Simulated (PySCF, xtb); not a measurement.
CH₄ClInO, SMILES C[O][InH][Cl]. The values are those of a single conformer.

Harmonic wavenumbers (cm⁻¹) from xtb with GFN2-xTB at its own minimum, in rising order: 55, 89, 128, 169, 303, 337, 360, 434, 1042, 1129, 1129, 1405, 1445, 1466, 1476, 2816, 2913, 2923.

Question: What does PBE-D3(BJ)/def2-SVP in PySCF give at its own minimum? (Estimate from the structure and the level; the computed values follow.)

Answer: 54, 79, 86, 214, 347, 356, 403, 523, 1075, 1125, 1150, 1408, 1420, 1424, 1762, 2881, 2954, 2974. Paired by order, the mean absolute difference is 48 cm⁻¹ and the zero-point energies are 28.0 and 28.9 kcal/mol.
